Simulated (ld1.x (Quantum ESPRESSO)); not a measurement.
# Which change was made? (Si, TM)

ld1.x (Quantum ESPRESSO) 7.5 input, shortened:

```
&input
   title='Si', zed=14., rel=1, dft='PBESOL', iswitch=3,
   config='[Ne] 3s1.5 3p2.5 3d-2'
 /
 &inputp
   pseudotype=2, tm=.true., lloc=-1, rcloc=2.25,
   nlcc=.true., rcore=0.90
 /
3
3S  1  0   1.50   0.00  1.35  1.35  0.0
3P  2  1   2.50   0.00  2.40  2.40  0.0
3D  3  2  -2.00   0.20  2.05  2.05  0.0
 &test
   configts(1)='3s1.5 3p2.5'
 /
```

Cutoffs, loose and tight: the cutoffs (Ry, on a coarse ladder) from which the occupation-weighted sum of valence levels, in a spherical-Bessel basis at the reference potential, stays within 10 and 1 mRy of its value at 400 Ry. They do not see the model core or the augmentation charge, which bear on the density cutoff. Test errors are all-electron minus pseudo excitation energies from the reference, over the configurations 3s2 3p2; 3s2 3p1; 3s2 3p0; 3s0 3p4; 3s2 3p2.3; 3s1 3p3; 3s1 3p2; variants that change the core or the reference have their own tests.

The base gives: outcome: generated; cutoff, loose: 35 Ry; cutoff, tight: 70 Ry; bound ghosts: none; largest test error (meV): +14.

Question: After one change the result is: outcome: generated; cutoff, loose: 12 Ry; cutoff, tight: 35 Ry; bound ghosts: none; largest test error (meV): +13. Which change was it?
A. wave 3s (bound): rc 1.35 bohr becomes 3s (bound): rc 1.56 bohr
B. wave 3s (bound): rc 1.35 bohr becomes 3s (bound): rc 1.84 bohr
C. wave 3s (bound): rc 1.35 bohr becomes 3s (bound): rc 0.88 bohr
D. wave 3s (bound): rc 1.35 bohr becomes 3s (bound): rc 1.00 bohr
E. wave 3s (bound): rc 1.35 bohr becomes 3s (bound): rc 1.20 bohr

Answer: B. The others give: wave 3s (bound): rc 1.35 bohr becomes 3s (bound): rc 1.00 bohr → outcome: generated; cutoff, loose: 200 Ry; cutoff, tight: over 300 Ry; bound ghosts: s; largest test error (meV): -31 | wave 3s (bound): rc 1.35 bohr becomes 3s (bound): rc 1.56 bohr → outcome: generated; cutoff, loose: 15 Ry; cutoff, tight: 35 Ry; bound ghosts: none; largest test error (meV): +12 | wave 3s (bound): rc 1.35 bohr becomes 3s (bound): rc 0.88 bohr → outcome: generated; bound ghosts: not determined; largest test error (meV): +62 | wave 3s (bound): rc 1.35 bohr becomes 3s (bound): rc 1.20 bohr → outcome: generated; cutoff, loose: 50 Ry; cutoff, tight: 110 Ry; bound ghosts: none; largest test error (meV): +14.
